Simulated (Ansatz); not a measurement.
A structure relaxed at PBE0-D4/def2-SVP in Ansatz, charge 0, doublet:

```xyz
8

Au    0.481    0.999    1.891
Si   -0.008   -2.364    0.444
Si   -0.212   -0.594   -1.273
Si   -0.070    1.749   -0.451
Si    1.755    0.696   -1.630
Si   -2.211    0.712   -0.617
Si   -1.381   -0.553    1.264
Si    1.646   -0.646    0.372
```

Problem. Give its formula and point group.

Solution. the cluster Si7Au. Point group Cs (tolerance 0.1 Å).

Problem. Summarise the bond lengths by kind (pairs closer than 1.2 times the sum of covalent radii, bridged metal pairs left out).

Solution. 11 × Si–Si 2.38 to 2.49 Å; 3 × Au–Si 2.50 to 2.52 Å. The metal has 3 neighbours: Si 2.52 Å, Si 2.50 Å, Si 2.52 Å.

In the def2 sets Au takes a core potential; there is no spin–orbit coupling. The structure comes from a short search, and lower isomers may exist.
